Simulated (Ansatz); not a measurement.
C₂H₈N₂Si (`NC/N=C/[SiH3]`). Charge 0, multiplicity 1. The geometry is a stationary point of PBE0-D4/def2-TZVP. It is one conformer, not always the lowest.

```xyz
13

N     1.900   -1.405   -0.768
C     0.873   -0.479   -1.197
N     0.367    0.210   -0.034
C    -0.881    0.223    0.168
Si   -1.589    1.129    1.658
H     2.613   -0.898   -0.255
H     2.344   -1.834   -1.570
H     0.084   -1.041   -1.720
H     1.235    0.308   -1.879
H    -1.564   -0.301   -0.526
H    -2.385    0.176    2.477
H    -2.509    2.199    1.186
H    -0.489    1.712    2.460
```

What is the dipole moment at PBE/def2-TZVPP? (Estimate.)

Computed: 1.63 D, with components (0.09, 0.08, -1.62) D in this frame, pointing from negative to positive charge.

And with r2SCAN, B3LYP, ωB97M-V? (Best estimate.)

The calculation gave: r2SCAN 1.66 D, B3LYP 1.66 D, ωB97M-V 1.69 D.

Give the Mulliken charges with PBE, ωB97M-V, B3LYP in def2-TZVPP. (Estimate.)

Computed: 
```tsv
atom	PBE	ωB97M-V	B3LYP
N1	-0.33	-0.27	-0.32
C2	0.04	-0.01	0.07
N3	-0.16	-0.20	-0.20
C4	-0.08	-0.13	-0.11
Si5	0.24	0.21	0.32
H6	0.14	0.11	0.13
H7	0.13	0.10	0.12
H8	0.05	0.08	0.05
H9	0.09	0.11	0.09
H10	0.03	0.06	0.04
H11	-0.05	-0.03	-0.07
H12	-0.05	-0.03	-0.07
H13	-0.05	-0.01	-0.06
```

B3LYP here is the variant with VWN-RPA as its local correlation; programs differ in this.
